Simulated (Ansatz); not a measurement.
Wavefunction ladder for ClH4O3Si2 (`O[SiH]O[SiH](O)Cl`) radical

```csv
atom,x (Å),y (Å),z (Å)
O1,2.0666,0.5652,-0.4464
Si2,1.7602,-0.5159,0.7486
O3,0.1360,-0.8376,0.8117
Si4,-1.2363,-0.2110,0.2439
O5,-0.8702,1.3013,-0.2804
Cl6,-1.9567,-1.3079,-1.3264
H7,1.3965,1.2466,-0.5682
H8,2.4723,-1.7760,0.3839
H9,-2.2719,-0.2094,1.2884
H10,-1.4967,1.7447,-0.8551
```

Charge 0, multiplicity 2. The geometry is a stationary point of PBE0-D4/def2-TZVP. It is one conformer, not always the lowest. Frozen core, unrestricted reference, the Gaussian-basis code of Ansatz. CBS rows extrapolate triple and quadruple zeta; past MP2 they add the triple-zeta difference.

```json
{"basis": "def2-TZVPP", "HF (Eh)": "-1264.65923", "MP2 corr.": "-1.11254", "CCSD corr.": "-1.14973", "(T)": "-0.04322", "CCSD(T) total": "-1265.85218"}
{"basis": "def2-QZVPP", "HF (Eh)": "-1264.70252", "MP2 corr.": "-1.20924", "CCSD corr.": "–", "(T)": "–", "CCSD(T) total": "–"}
{"basis": "CBS(def2)", "HF (Eh)": "-1264.70848", "MP2 corr.": "-1.28086", "CCSD corr.": "-1.31805", "(T)": "as TZ", "CCSD(T) total": "-1266.06975"}
```
